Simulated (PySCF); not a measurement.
# Zr²⁺ (zirconium, charge +2) across methods

[Kr] 4d1 5s1, high-spin 3D determinant (an excited configuration). Computed with PySCF 2.14 in def2-TZVPPD with the def2 core potential (28 electrons) (6s4p3d2f1g, 56 functions), with scalar relativity through the core potential.

```csv
method,E (hartree),mean ε 4p β (eV),mean ε 4d α (eV),mean ε 5s α (eV),Σ⟨r²⟩ (bohr²),⟨S²⟩
UHF,-45.71472,-57.858,-25.530,-20.121,32.13,2.003
revPBE,-46.1258,-50.262,-20.609,-17.900,31.59,2.001
r2SCAN,-46.1056,-51.101,-20.948,-18.119,31.70,2.001
PBE0,-46.0788,-52.440,-22.008,-18.631,31.66,2.001
PBE,-46.0883,-50.237,-20.598,-17.983,31.60,2.001
LC-wPBE,-46.1050,-55.352,-24.796,-20.671,31.55,2.001
LDA,-45.9394,-50.162,-20.427,-18.256,31.70,2.000
wB97M-V,-46.0179,-55.034,-24.191,-20.355,31.74,2.001
```

Problem. Estimate the same row for M06-2X.

Solution. E (hartree) = -45.9976; mean ε 4p β (eV) = -54.309; mean ε 4d α (eV) = -23.152; mean ε 5s α (eV) = -19.551; Σ⟨r²⟩ (bohr²) = 31.68; ⟨S²⟩ = 2.000.

Energies and moments cover only the electrons outside the core potential.
